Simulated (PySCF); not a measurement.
Compound: B2BrClH3N.
SMILES: `BNB(Cl)Br`

Level of theory: EOM-IP-CCSD/aug-cc-pVDZ in PySCF, restricted Hartree–Fock reference, 17 core orbitals frozen, non-relativistic, gas phase, PBE0-D3(BJ)/def2-SVP geometry.

The vertical ionisation energies are 10.77, 11.04, 11.69, 11.97, 12.50, 13.47, 13.57, 14.73 eV.

Task: Which Hartree–Fock orbital leads each hole, and what is its Koopmans value −ε?

Result: 
```json
{"leading hole (HF orbital)": "HOMO", "Koopmans (eV)": "11.45", "EOM-IP-CCSD (eV)": "10.77", "change (eV)": "-0.68", "one-hole share": "0.96"}
{"leading hole (HF orbital)": "HOMO-1", "Koopmans (eV)": "11.71", "EOM-IP-CCSD (eV)": "11.04", "change (eV)": "-0.67", "one-hole share": "0.95"}
{"leading hole (HF orbital)": "HOMO-2", "Koopmans (eV)": "12.66", "EOM-IP-CCSD (eV)": "11.69", "change (eV)": "-0.97", "one-hole share": "0.95"}
{"leading hole (HF orbital)": "HOMO-3", "Koopmans (eV)": "12.87", "EOM-IP-CCSD (eV)": "11.97", "change (eV)": "-0.90", "one-hole share": "0.95"}
{"leading hole (HF orbital)": "HOMO-4", "Koopmans (eV)": "13.30", "EOM-IP-CCSD (eV)": "12.50", "change (eV)": "-0.80", "one-hole share": "0.95"}
{"leading hole (HF orbital)": "HOMO-5", "Koopmans (eV)": "14.38", "EOM-IP-CCSD (eV)": "13.47", "change (eV)": "-0.91", "one-hole share": "0.96"}
{"leading hole (HF orbital)": "HOMO-6", "Koopmans (eV)": "14.56", "EOM-IP-CCSD (eV)": "13.57", "change (eV)": "-0.99", "one-hole share": "0.94"}
{"leading hole (HF orbital)": "HOMO-7", "Koopmans (eV)": "15.91", "EOM-IP-CCSD (eV)": "14.73", "change (eV)": "-1.18", "one-hole share": "0.94"}
```

Task: Does the order of the lines follow the orbital energies?

Result: Yes, no two lines change places. The corrections run from -1.18 to -0.67 eV, with a mean of -0.89 eV over the 8 lines; no line lies above its Koopmans value. Koopmans values leave out both the relaxation of the orbitals and the change in correlation energy.

Task: At what kinetic energies would He II light (40.81 eV) eject these electrons?

Result: 30.04 eV (HOMO), 29.77 eV (HOMO-1), 29.12 eV (HOMO-2), 28.84 eV (HOMO-3), 28.31 eV (HOMO-4), 27.34 eV (HOMO-5), 27.24 eV (HOMO-6), 26.08 eV (HOMO-7).

Task: What total energy has the lowest final state, and which wavelength reaches it?

Result: E(CCSD) + ionisation energy = -3138.29783 + 0.39587 = -3137.90196 Eh, at the geometry of the initial state. The threshold wavelength is 1239.84 eV nm/10.77 eV = 115.1 nm.

Lines less than 0.15 eV apart could change places at a higher level. One root was sought for each valence orbital with −ε under 21 eV, eight at most, so deeper holes and satellites are missing; no vibrational structure.

The values belong to the conformer `[BH2:1][NH:2][B:3]([Cl:4])[Br:5]`: B1–N2–B3–Cl4 -179°.
